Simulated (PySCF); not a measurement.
PBE0-D3(BJ)/def2-TZVP geometry optimisation, IEF-PCM water with PySCF 2.14 and geomeTRIC: [NiF5]2-, charge -2, multiplicity 4. Start (model start, shaken):

```
6

Ni    0.0000    0.0045   -0.0041
F    -0.0134   -0.0068    1.8251
F     0.0009    0.0201   -1.8474
F     1.8307    0.0073    0.0053
F    -0.9184    1.5795   -0.0004
F    -0.9096   -1.6137   -0.0069
```

```
step  E − E(start) / kcal mol⁻¹  largest force / Eh bohr⁻¹
   0                       0.00                    0.02225
   1                      -2.31                    0.00992
   2                      -2.63                    0.00314
   3                      -2.72                    0.00080
   4                      -2.73                    0.00032
```

The optimisation met its thresholds. End point:

```
6

Ni   -0.0039   -0.0019    0.0442
F    -0.0206   -0.0144    1.9334
F     0.0060    0.0094   -1.9029
F     1.8175    0.0051   -0.0209
F    -0.9099    1.5794   -0.0307
F    -0.8989   -1.5865   -0.0514
```

Metal–donor distances, start → end: F2 1.829 → 1.889 Å, F3 1.843 → 1.947 Å, F4 1.831 → 1.823 Å, F5 1.823 → 1.824 Å, F6 1.856 → 1.822 Å.

No frequencies were computed, so the end point may be a saddle point.

The job took 2.5 min on one thread of Arm Neoverse V2 (shared host), with 200 basis functions and a peak of 1.3 GiB, launched as `OMP_NUM_THREADS=1 python lf_run.py task.json out`.
